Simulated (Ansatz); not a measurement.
4-fluoro-2-phenylthiophene (C10H7FS), SMILES Fc1csc(c1)-c1ccccc1. Atoms are numbered in the order given.

```xyz
19

F      3.7061    -1.4643     0.2492
C      2.6862    -0.6093     0.1396
C      2.8474     0.7406    -0.0293
S      1.3054     1.5184    -0.1339
C      0.4468     0.0038     0.0401
C     -1.0201    -0.0370     0.0354
C     -1.7038    -1.1091     0.6406
C     -3.0969    -1.1630     0.6313
C     -3.8396    -0.1434     0.0279
C     -3.1736     0.9300    -0.5703
C     -1.7800     0.9810    -0.5710
C      1.3333    -1.0437     0.1824
H      3.7785     1.2987    -0.0913
H     -1.1362    -1.8966     1.1397
H     -3.6071    -2.0029     1.1088
H     -4.9311    -0.1849     0.0252
H     -3.7429     1.7305    -1.0485
H     -1.2711     1.8129    -1.0636
H      1.0460    -2.0893     0.2854
```
Charge 0, spin multiplicity 1.

The structure is a stationary point at B3LYP-D3(BJ)/def2-SVP. One conformer was computed; it need not be the lowest.

Two levels are set side by side: PBE-D3(BJ)/def2-SVP (Ansatz, a program for electronic structure) and B3LYP-D3(BJ)/def2-SVP (Ansatz). Each level has its own optimised geometry; the coordinates shown are those of the second. Differences are taken from unrounded values.

```csv
quantity,B3LYP-D3(BJ)
mean bond length (Å),1.325
bond F1–C2 (Å),1.335
bond C2–C3 (Å),1.370
bond C2–C12 (Å),1.422
bond C3–S4 (Å),1.730
bond S4–C5 (Å),1.750
bond C5–C6 (Å),1.467
bond C5–C12 (Å),1.380
bond C6–C7 (Å),1.408
bond C6–C11 (Å),1.408
bond C7–C8 (Å),1.394
bond C8–C9 (Å),1.398
bond C9–C10 (Å),1.398
bond C10–C11 (Å),1.395
bond C3–H13 (Å),1.087
bond C7–H14 (Å),1.092
bond C8–H15 (Å),1.093
```

What does PBE-D3(BJ) give, and how far is it from B3LYP-D3(BJ)? (An estimate is asked for; the answer gives what the named calculation found.)


| quantity | PBE-D3(BJ) | PBE-D3(BJ) minus B3LYP-D3(BJ) |
|---|---|---|
| mean bond length (Å) | 1.331 | 0.006 |
| bond F1–C2 (Å) | 1.340 | 0.005 |
| bond C2–C3 (Å) | 1.382 | 0.012 |
| bond C2–C12 (Å) | 1.423 | 0.001 |
| bond C3–S4 (Å) | 1.730 | -0.001 |
| bond S4–C5 (Å) | 1.754 | 0.004 |
| bond C5–C6 (Å) | 1.467 | -0.001 |
| bond C5–C12 (Å) | 1.390 | 0.010 |
| bond C6–C7 (Å) | 1.416 | 0.007 |
| bond C6–C11 (Å) | 1.415 | 0.007 |
| bond C7–C8 (Å) | 1.400 | 0.006 |
| bond C8–C9 (Å) | 1.405 | 0.006 |
| bond C9–C10 (Å) | 1.404 | 0.006 |
| bond C10–C11 (Å) | 1.400 | 0.005 |
| bond C3–H13 (Å) | 1.095 | 0.008 |
| bond C7–H14 (Å) | 1.100 | 0.008 |
| bond C8–H15 (Å) | 1.101 | 0.008 |

Exact exchange shortens and stiffens bonds; PBE has none. Differences between two approximate levels are no errors against the true value.
